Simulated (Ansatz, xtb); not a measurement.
# Two isomers of C6H12O

We compare I, `CCC(=O)C(C)C`, a singlet, with II, `OC1CCCCC1`, a singlet. Both are isolated molecules in the gas phase, relaxed with r2SCAN-D4/def2-SVP, each in the lowest conformer that the search found.

Quicker runs give these differences E(II) − E(I): GFN2-xTB −0.585 eV; HF/STO-3G −1.007 eV (at GFN2-xTB geometries); r2SCAN-D4/def2-SVP//GFN2-xTB −0.098 eV.

Question: Estimate E(II) − E(I) at the level CCSD(T)/def2-SVP + ΔMP2/def2-TZVPP.

Answer: Not settled: CCSD(T)/def2-SVP + ΔMP2/def2-TZVPP gives E(II) − E(I) = −0.140 eV, but this leans on the basis-set step: CCSD(T) alone gives −0.013 eV.

How the difference moves with the method:

| level | geometry | E(II) − E(I) (eV) | departure from the last row (eV) | job, with rough time for the two |
| --- | --- | --- | --- | --- |
| GFN2-xTB | GFN2-xTB | −0.585 | −0.445 | optimisation, 0.18 s |
| HF/STO-3G | GFN2-xTB | −1.007 | −0.867 | single point, 0.36 s |
| r2SCAN-D4/def2-SVP//GFN2-xTB | GFN2-xTB | −0.098 | +0.042 | single point, 2.5 s |
| r2SCAN-D4/def2-SVP | r2SCAN-D4/def2-SVP | −0.087 | +0.054 | optimisation, 21 s |
| HF/def2-SVP | r2SCAN-D4/def2-SVP | +0.057 | +0.198 | part of the CCSD(T) run |
| MP2/def2-SVP | r2SCAN-D4/def2-SVP | −0.071 | +0.070 | part of the CCSD(T) run |
| CCSD(T)/def2-SVP | r2SCAN-D4/def2-SVP | −0.013 | +0.127 | single point |
| CCSD(T)/def2-SVP + ΔMP2/def2-TZVPP | r2SCAN-D4/def2-SVP | −0.140 |  | single point, 40 s |

As drawn, II has 1 C–O, 1 C–C, 1 O–H in place of 1 C=O, 1 C–H. Structure I has no ring, II a 6-membered ring.

HF/def2-SVP puts the two in the other order. CCSD(T)/def2-SVP finds them nearly level. The largest departure from CCSD(T)/def2-SVP + ΔMP2/def2-TZVPP is that of HF/STO-3G, 0.867 eV. The last row adds to CCSD(T) the change of the MP2 difference between the two basis sets, here −0.127 eV.

With thermal terms from frequencies at re-optimised GFN2-xTB minima (ideal gas, soft modes damped towards free rotors, one conformer each, 298.15 K, 1 atm): on the last row, ΔE + ΔZPE = −0.016, ΔH = −0.082, ΔG = +0.073 eV.

Tabulated enthalpies of formation at 298 K are −286.0 kJ/mol for I (CRC Handbook of Chemistry and Physics) and −286.2 kJ/mol for II (CRC Handbook of Chemistry and Physics), a difference of −0.002 eV. Calculated less tabulated ΔH, with the same thermal term: GFN2-xTB −0.524, HF/STO-3G −0.946, r2SCAN-D4/def2-SVP//GFN2-xTB −0.038, r2SCAN-D4/def2-SVP −0.026, HF/def2-SVP +0.118, MP2/def2-SVP −0.010, CCSD(T)/def2-SVP +0.048, CCSD(T)/def2-SVP + ΔMP2/def2-TZVPP −0.079 eV. Handbook values carry no stated uncertainty.

The correlated steps freeze 7 core orbitals. Programs: Ansatz 0.2.0, xtb 6.7.1; the last row on 4 threads of Intel(R) Xeon(R) 6975P-C (Granite Rapids) on a shared host.
